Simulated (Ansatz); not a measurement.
Stepwise reaction of `C[O][Al]([Cl])[Cl]` with methanol, as a gas-phase model of exchange steps in deposition or etching. ΔE in kJ/mol.

Gas-phase electronic energies from Ansatz, PBE0-D4/def2-TZVP geometries. CCSD(T)/CBS adds triple-zeta CCSD(T) − MP2 to the extrapolated MP2 energy (def2 sets, frozen cores). This one scheme is used for every species. DFT in def2-TZVPP. B3LYP here is the variant with VWN-RPA as its local correlation; programs differ in this. Each species was taken in one conformer, which may not be the lowest.

```tsv
step	reaction	PBE-D4	B3LYP-D4	ωB97M-V	CCSD(T)/CBS
1	`C[O][Al]([Cl])[Cl]` + CH₃OH → `C[O][Al]([Cl])[O]C` + HCl	30.2	23.7	28.0	28.2
```

Q: Give the row of step 2, `C[O][Al]([Cl])[O]C` + CH₃OH → `C[O][Al]([O]C)[O]C` + HCl. (Estimate.)

A: Ansatz gave: 
| step | reaction | PBE-D4 | B3LYP-D4 | ωB97M-V | CCSD(T)/CBS |
| --- | --- | --- | --- | --- | --- |
| 2 | `C[O][Al]([Cl])[O]C` + CH₃OH → `C[O][Al]([O]C)[O]C` + HCl | 35.3 | 29.3 | 33.8 | 33.9 |

Q: By hand: ΔE of the 2 steps together at CCSD(T)/CBS.

A: (28.2) + (33.9) = 62.1 kJ/mol, or 31.0 kJ/mol a step.

In ΔE each step is higher than the one before. All are uphill at CCSD(T)/CBS. PBE-D4 differs from CCSD(T)/CBS by 1.4 to 2.0 kJ/mol a step. Isolated molecules leave out the surface, adducts and barriers. Largest T1 diagnostic: 0.012.
